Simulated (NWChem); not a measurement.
System: CH4GeO, singlet; SMILES C[O][GeH]

Output (shortened):

```
             Northwest Computational Chemistry Package (NWChem) 7.3.0
             --------------------------------------------------------

 CS  symmetry detected

                             Geometry "geometry" -> ""
                             -------------------------

 Output coordinates in angstroms (scale by  1.889725989 to convert to a.u.)

  No.       Tag          Charge          X              Y              Z
 ---- ---------------- ---------- -------------- -------------- --------------
    1 Ge                  32.0000     0.00389608    -0.81395526     0.00000000
    2 H                    1.0000    -1.58097530    -0.46995873     0.00000000
    3 O                    8.0000     0.53107875     0.88431471     0.00000000
    4 C                    6.0000    -0.24173270     2.04864022     0.00000000
    5 H                    1.0000    -0.00769308     2.65883019     0.88925500
    6 H                    1.0000    -0.00769308     2.65883019    -0.88925500
    7 H                    1.0000    -1.32654691     1.83250753     0.00000000

 Effective nuclear repulsion energy (a.u.)     174.3085716601

      Symmetry information
      --------------------

 Group name             Cs
 Group number              2
 Group order               2
 No. of unique centers     6

                                 NWChem DFT Module
                                 -----------------

 Summary of "ao basis" -> "ao basis" (spherical)
 ------------------------------------------------------------------------------
       Tag                 Description            Shells   Functions and Types
 ---------------- ------------------------------  ------  ---------------------
 Ge                          6-31g*                 12       32   5s4p3d
 H                           6-31g*                  2        2   2s
 O                           6-31g*                  6       14   3s2p1d
 C                           6-31g*                  6       14   3s2p1d

      Symmetry analysis of basis
      --------------------------

        a'         48
        a"         20

            General Information
            -------------------
          SCF calculation type: DFT
          Wavefunction type:  closed shell.
          No. of atoms     :     7
          No. of electrons :    50
           Alpha electrons :    25
            Beta electrons :    25
          Charge           :     0
          Spin multiplicity:     1
          Use of symmetry is: on ; symmetry adaption is: on
          Maximum number of iterations: 150
          AO basis - number of functions:    68
                     number of shells:    32
          Convergence on energy requested:  1.00D-06
          Convergence on density requested:  1.00D-05
          Convergence on gradient requested:  5.00D-04

              XC Information
              --------------
                    Becke 1988 Exchange Functional  1.000
              Lee-Yang-Parr Correlation Functional  1.000

             Grid Information
             ----------------
          Grid used for XC integration:  medium
          Radial quadrature: Mura-Knowles
          Angular quadrature: Lebedev.
          Tag              B.-S. Rad. Rad. Pts. Rad. Cut. Ang. Pts.
          ---              ---------- --------- --------- ---------
          Ge                  1.25      112          10.0       590
          H                   0.35       45          11.0       434
          O                   0.60       49           7.0       434
          C                   0.70       49          10.0       434
          Grid pruning is: on
          Number of quadrature shells:   345
          Spatial weights used:  Erf1

      Superposition of Atomic Density Guess
      -------------------------------------

 Sum of atomic energies:       -2189.42897301

      Non-variational initial energy
      ------------------------------

 Total energy =   -2190.376349
 1-e energy   =   -3396.632731
 2-e energy   =    1031.947810
 HOMO         =      -0.241978
 LUMO         =      -0.055310

      Symmetry analysis of molecular orbitals - initial
      -------------------------------------------------

  Numbering of irreducible representations:

     1 a'          2 a"

  Orbital symmetries:

     1 a'          2 a'          3 a'          4 a'          5 a"
     6 a'          7 a'          8 a'          9 a'         10 a'
    11 a"         12 a'         13 a'         14 a'         15 a"
    16 a"         17 a'         18 a'         19 a'         20 a'
    21 a"         22 a'         23 a'         24 a"         25 a'
    26 a"         27 a'         28 a'         29 a'         30 a'
    31 a'         32 a"         33 a'         34 a"         35 a'

     ---------------------------------------------
      Total Density - Mulliken Population Analysis
     ---------------------------------------------

    Atom       Charge   Shell Charges
 -----------   ------   -------------------------------------------------------
    1 Ge  32    31.29   2.00  2.00  6.00  2.00  5.99  1.46  1.05  0.39  0.31  6.89  2.96  0.23
    2 H    1     1.15   0.47  0.68
    3 O    8     8.88   2.00  0.93  3.09  0.90  1.94  0.02
    4 C    6     6.23   2.00  0.70  1.85  0.63  1.00  0.06
    5 H    1     0.81   0.48  0.33
    6 H    1     0.81   0.48  0.33
    7 H    1     0.82   0.48  0.34

   convergence    iter        energy       DeltaE   RMS-Dens  Diis-err
 ---------------- ----- ----------------- --------- --------- ---------
 d= 0,ls=0.0,diis     1  -2192.3780882441 -2.37D+03  2.95D-02  5.75D-01
 d= 0,ls=0.0,diis     2  -2191.6925971408  6.85D-01  2.25D-02  6.04D+00
 d= 0,ls=0.0,diis     3  -2192.4413158201 -7.49D-01  4.07D-03  1.35D-01
 d= 0,ls=0.0,diis     4  -2192.4515432039 -1.02D-02  1.64D-03  2.91D-02
 d= 0,ls=0.0,diis     5  -2192.4542766712 -2.73D-03  5.09D-04  1.22D-03
  Resetting Diis
 d= 0,ls=0.0,diis     6  -2192.4544437461 -1.67D-04  8.07D-05  6.17D-05
 d= 0,ls=0.0,diis     7  -2192.4544512256 -7.48D-06  7.55D-05  3.78D-06
 d= 0,ls=0.0,diis     8  -2192.4544479982  3.23D-06  5.07D-05  3.37D-05
 d= 0,ls=0.0,diis     9  -2192.4544516755 -3.68D-06  7.36D-06  4.71D-07
 d= 0,ls=0.0,diis    10  -2192.4544517167 -4.13D-08  1.63D-06  1.89D-08

         Total DFT energy =    -2192.454451716720
      One electron energy =    -3397.826346873530
           Coulomb energy =     1125.563962572713
    Exchange-Corr. energy =      -94.500639075985
 Nuclear repulsion energy =      174.308571660082

 Numeric. integr. density =       50.000008455676

                  Occupations of the irreducible representations
                  ----------------------------------------------

                     irrep           alpha         beta
                     --------     --------     --------
                     a'               19.0         19.0
                     a"                6.0          6.0

                       DFT Final Molecular Orbital Analysis
                       ------------------------------------

 Vector   23  Occ=2.000000D+00  E=-2.492961D-01  Symmetry=a"
              MO Center=  3.0D-01,  1.1D+00,  2.0D-14, r^2= 2.0D+00
   Bfn.  Coefficient  Atom+Function         Bfn.  Coefficient  Atom+Function
  ----- ------------  ---------------      ----- ------------  ---------------
    39      0.521220  3 O  pz                43      0.377803  3 O  pz
    13      0.242676  1 Ge pz                53     -0.212820  4 C  pz
    64     -0.192015  5 H  s                 66      0.192015  6 H  s
    63     -0.157461  5 H  s                 65      0.157461  6 H  s
     9     -0.095160  1 Ge pz                17      0.090579  1 Ge pz

 Vector   24  Occ=2.000000D+00  E=-2.462715D-01  Symmetry=a'
              MO Center=  1.5D-01,  9.4D-01, -1.7D-14, r^2= 2.1D+00
   Bfn.  Coefficient  Atom+Function         Bfn.  Coefficient  Atom+Function
  ----- ------------  ---------------      ----- ------------  ---------------
    37      0.495428  3 O  px                41      0.349052  3 O  px
    12     -0.239159  1 Ge py                68      0.225789  7 H  s
    38      0.220608  3 O  py                51     -0.181889  4 C  px
    67      0.173708  7 H  s                 42      0.139454  3 O  py
    14      0.128183  1 Ge s                 40      0.110585  3 O  s

 Vector   25  Occ=2.000000D+00  E=-2.047700D-01  Symmetry=a'
              MO Center= -2.3D-01, -8.2D-01, -1.8D-15, r^2= 2.7D+00
   Bfn.  Coefficient  Atom+Function         Bfn.  Coefficient  Atom+Function
  ----- ------------  ---------------      ----- ------------  ---------------
    10      0.470683  1 Ge s                 11     -0.376190  1 Ge px
    34      0.333602  2 H  s                 12      0.268225  1 Ge py
    33      0.244159  2 H  s                 14     -0.175836  1 Ge s
     6     -0.172457  1 Ge s                  7      0.150383  1 Ge px
    40      0.130563  3 O  s                 15     -0.113649  1 Ge px

 Vector   26  Occ=0.000000D+00  E=-1.012491D-01  Symmetry=a"
              MO Center=  1.9D-02, -6.5D-01, -4.3D-15, r^2= 3.0D+00
   Bfn.  Coefficient  Atom+Function         Bfn.  Coefficient  Atom+Function
  ----- ------------  ---------------      ----- ------------  ---------------
    13      0.676629  1 Ge pz                17      0.412649  1 Ge pz
    39     -0.278728  3 O  pz                43     -0.246271  3 O  pz
     9     -0.241974  1 Ge pz                64      0.078357  5 H  s
    66     -0.078357  6 H  s                  5      0.072314  1 Ge pz
    63      0.038069  5 H  s                 65     -0.038069  6 H  s

[...]
```

Level: BLYP/6-31G* (spherical d). Low-valent species are run as closed-shell singlets; no triplet was tried in these runs. All runs use the structure optimised with PBE0/def2-SVP.

Problem. Which NWChem input produces such a log?

Solution. This is not unique; one that fits is the input that was run:
```
start job
memory heap 200 mb stack 700 mb global 900 mb
geometry units angstroms noautoz
  Ge    -0.039931    -0.814947     0.000000
  H     -1.613786    -0.423627     0.000000
  O      0.537890     0.866768     0.000000
  C     -0.199695     2.053722     0.000000
  H      0.052519     2.656627     0.889255
  H      0.052519     2.656627    -0.889255
  H     -1.290497     1.870184     0.000000
end
basis spherical
  * library 6-31g*
end
dft
  xc becke88 lyp
  iterations 150
  mulliken
end
task dft energy
```
